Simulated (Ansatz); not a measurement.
CH7NO3Si, SMILES `CO[Si](N)(O)O`. Total charge 0; spin multiplicity 1.

```xyz
13

C     0.771    1.165    1.409
O     0.846    0.805    0.051
Si    0.005   -0.424   -0.621
N    -1.682   -0.278   -0.739
O     0.331   -1.718    0.331
O     0.539   -0.518   -2.160
H     1.046    0.328    2.059
H    -0.238    1.501    1.677
H     1.465    1.989    1.586
H    -2.106    0.302   -1.442
H    -2.286   -0.427    0.051
H    -0.119   -2.533    0.103
H     1.428   -0.190   -2.305
```

Problem. Give the diagnostics of a CCSD(T)/def2-TZVPP run (frozen core, the Gaussian-basis code of Ansatz). (Best estimate.)

Solution. The calculation gave: T1 = 0.0107, largest single amplitude 0.010, largest double 0.011, (T) share of the correlation energy 3.5 %, 9 CCSD cycles. The RHF solution is stable towards an unrestricted one. T1 lies under the customary mark of 0.02 for closed shells.
